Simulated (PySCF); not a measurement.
Method: PBE-D3(BJ)/def2-TZVP // PBE0-D3(BJ)/def2-TZVP (PySCF 2.14.0). All species are isolated molecules in the gas phase. One relaxed conformer stands for a flexible species; it need not be the lowest. 

Reference species (SMILES): `C=C[C]F` (triplet; the order of the spin states depends on the level; C–C–C–F torsion 0°) (neutral, multiplicity 3).

| Quantity | Result |
|---|---|
| highest occupied spin orbital | -4.67 eV |

Changed species: `[CH]F` (excited triplet) (X = H, multiplicity 3; the reference has X = vinyl, multiplicity 3).

Q: What does the change do to the highest occupied spin orbital?

A: the highest occupied spin orbital drops by 0.13 eV, to -4.80 eV.
